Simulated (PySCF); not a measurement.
Run record: geometry optimisation, `[CH]#[W]([CH3])([CH3])[CH3]` (W(CH)Me3).

Computed with PBE0-D3(BJ)/def2-SVP geometry optimisation, gas phase, def2 core potentials past Kr (PySCF 2.14.0). Start geometry: GFN2-xTB. The input is one job of a driver script: a line of settings, then coordinates in Å.

Command:
```bash
OMP_NUM_THREADS=1 python probes_run.py task.json out
```

Input:
```
{"job": {"xc": "PBE0", "basis": "def2-SVP", "d3": "d3bj", "grid": 1, "maxiter": 40, "shake": 0.03, "kind": "geom"}, "charge": 0, "multiplicity": 1}
W      0.062700    -0.074340     0.143060
C     -0.018520    -0.002310     1.988170
H     -0.063740     0.006040     3.047580
C      2.215010    -0.009340    -0.357270
H      2.190230    -0.152760    -1.474130
H      2.669350    -0.812430     0.123560
H      2.622120     0.927460    -0.061810
C     -1.000010     1.851920    -0.373710
H     -0.980140     1.982710    -1.395740
H     -0.645770     2.725840     0.153730
H     -2.137300     1.759710    -0.060800
C     -1.049930    -1.822180    -0.322320
H     -2.143060    -1.869590     0.095350
H     -0.542410    -2.706040    -0.022840
H     -1.211290    -1.880790    -1.438810
```

Question: Estimate the output.

Answer: 
```
step   0  E = -225.10673833  max force = 0.111487
step   1  E = -225.13919791  max force = 0.061285
step   2  E = -225.14192598  max force = 0.039817
step   3  E = -225.14426549  max force = 0.008272
step   4  E = -225.14452454  max force = 0.005065
step   5  E = -225.14459648  max force = 0.001164
step   6  E = -225.14461860  max force = 0.000544
step   7  E = -225.14462788  max force = 0.000585
step   8  E = -225.14463316  max force = 0.000351
optimisation converged
```

Energies in Eh; «max force» is the largest Cartesian gradient component in Eh/bohr.

Question: Give the first gradient maximum in eV/Å.

Answer: With 1 Eh/bohr = 51.422 eV/Å, 5.733 eV/Å.

Question: How much energy does the optimisation release, in kcal/mol?

Answer: E(step 0) − E(last step) = 0.037895 Eh, which is 23.8 kcal/mol.

Main results: final energy -225.14463 Eh after 8 steps; dipole 1.43 D.

Question: Give the final coordinates.

Answer: 0.098 Å rms from the input after alignment:
```
atom  x, y, z in Å
W1     0.0028   -0.0027    0.1179
C2     0.0047   -0.0050    1.8631
H3     0.0069   -0.0049    2.9565
C4     2.0589   -0.0312   -0.3450
H5     2.1964   -0.0974   -1.4427
H6     2.5979   -0.8647    0.1352
H7     2.5306    0.9026    0.0119
C8    -1.0116    1.7856   -0.3408
H9    -0.9974    1.9488   -1.4371
H10   -0.5965    2.6759    0.1591
H11   -2.0640    1.6942   -0.0148
C12   -1.0520   -1.7682   -0.3403
H13   -2.0503   -1.8022    0.1270
H14   -0.4927   -2.6450    0.0326
H15   -1.1664   -1.8619   -1.4386
```

Time: 6.4 min wall, 4.2 min CPU; peak memory 0.58 GiB. Hardware: one thread, Intel Xeon at 2.50 GHz (x86_64), shared host.
Labels such as C1 count atoms from 1, the log's own numbers from 0.
